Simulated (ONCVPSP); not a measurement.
# Ga, ONCV: configuration errors across variants

```json
{
 "Element": "Ga",
 "Generator": "ONCVPSP 4.0.1",
 "Type": "optimised norm-conserving Vanderbilt (ONCV)",
 "Functional": "PBE",
 "Relativity": "scalar-relativistic",
 "Frozen core": "[Ne]",
 "Valence charge": "21",
 "Reference configuration": "3s2 3p6 3d10 4s1.5 (charge +1.5)",
 "Partial waves": "3s+4s: rc 0.90 bohr, ncon 4, nbas 8, qcut 15.8 1/bohr, 2 projectors; 3p: rc 0.65 bohr, ncon 5, nbas 8, qcut 13.2 1/bohr, 2 projectors, debl 1 Ha; 3d: rc 1.35 bohr, ncon 4, nbas 9, qcut 13.5 1/bohr, 1 projector",
 "Local potential": "polynomial inside 0.50 bohr (lpopt 5, dvloc0 2 Ha)",
 "Core correction": "Teter function, fcfact 2.75, rcfact 1.3"
}
```

In the p channel the program set the typed energies aside and used -4.153, 0.250 Ha.

All-electron excitation energies from the reference (eV): (1) 3s2 3p6 3d10 4s2 4p1 -15.035; (2) 3s2 3p6 3d10 4s2 -9.347; (3) 3s2 3p6 3d10 4s1 11.782; (4) 3s2 3p6 3d10 4s1 4p2 -8.497.

A true bound ghost makes a file unfit for plane-wave use even where its test errors are small: the radial tests pick states by their node count and pass the ghost by.

Errors AE − PS in meV (a dash: test not solved or not reliable):

| change | (1) | (2) | (3) | (4) | bound ghosts | GHOST(+) flags above zero |
| --- | --- | --- | --- | --- | --- | --- |
| base | +1.7 | +0.9 | -0.6 | +0.9 | none | s |
| p: rc 0.46; local potential polynomial inside 0.46 bohr (lpopt 5, dvloc0 2 Ha) | +1.0 | +0.9 | -0.6 | -0.8 | p | s, p |
| p: rc 0.56 | +1.6 | +0.9 | -0.6 | +0.6 | none | s, p |
| p: rc 0.62 | +1.7 | +0.9 | -0.6 | +0.8 | none | s |
| p: rc 0.68 | +1.7 | +0.9 | -0.6 | +0.9 | none | s |
| p: rc 0.74 | +1.7 | +0.9 | -0.6 | +0.8 | none | s |
| p: rc 0.78 | +1.7 | +0.9 | -0.6 | +0.8 | none | s |
| p: rc 0.84 | +1.7 | +0.9 | -0.6 | +0.8 | none | s |
| p: rc 0.9 | +1.7 | +1.0 | -0.6 | +0.8 | none | s |
| p: rc 0.94 | +1.7 | +0.9 | -0.6 | +0.8 | none | s |

(1) Give the same row for: p: rc 0.52.

## Answers

(1) +1.5, +1.0, -0.6, +0.3; bound ghosts: p; GHOST(+) flags above zero: s.
